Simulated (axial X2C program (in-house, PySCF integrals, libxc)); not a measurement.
Correcting the dissociation energy of SiGe⁺ for spin–orbit coupling

A spin-free CCSD(T) curve (one-electron X2C) was computed with an in-house all-electron X2C program for linear molecules (integrals from PySCF), basis Ge dyall-cv3z [9s9p7d4f1g], Si dyall-v3z [8s7p2d1f] (cores contracted in-house), for the state M_S = 3/2, Λ = 0 (beyond evenly filled blocks: σα, π+α, π-α). It gives D0 = 3.006 eV to Ge+ + Si, which in a spin-free picture are the weighted means of the ground terms.

Correlated methods: 7 electrons correlated (number of frozen shells: Ge 3 s, 2 p, 1 d; Si 2 s, 1 p), 207 virtual spin orbitals or spinors in MP2, 90 natural virtuals in coupled cluster.

Measured levels of the ground terms (NIST Handbook of Basic Atomic Spectroscopic Data), in cm⁻¹: Ge+ 2P: J = 1/2 at 0, J = 3/2 at 1767.4; Si 3P: J = 0 at 0, J = 1 at 77.1, J = 2 at 223.2.

The molecular state has Λ = 0, so it has no first-order lowering.

Task: How far does each ground level lie under the (2J+1)-weighted mean of its term?

Result: Ge+: (2 × 0 + 4 × 1767.4)/6 = 1178 cm⁻¹; Si: (1 × 0 + 3 × 77.1 + 5 × 223.2)/9 = 150 cm⁻¹.

Task: Correct D0.

Result: D0 = 3.006 + (0 − 1328)/8065.5 = 2.841 eV at CCSD(T) with these spin–orbit terms.

Second-order spin–orbit effects in the molecule, which grow quickly with Z, are left out. The state is a single determinant with fixed occupations, the lowest that a limited PBE0 search found. Dissociation energies refer to the lowest single-determinant-based atoms at the same level and basis. Coupled cluster ran in a truncated set of natural virtual spinors; the MP2 energy of the rest was added. (T) has no such correction and the atoms are truncated less, which lowers De at CCSD(T) by a hundredth of an eV or more. PBE0 can misorder states that lie within some tenths of an eV, so this need not be the ground state of the molecule. The nearest other spin-free determinant of the search, M_S = 1/2, Λ = 0, lies 0.37 eV up at the distance of the search. With the outer-core shells frozen, correlated bond lengths of heavy atoms tend to come out a few hundredths of an ångström too long.
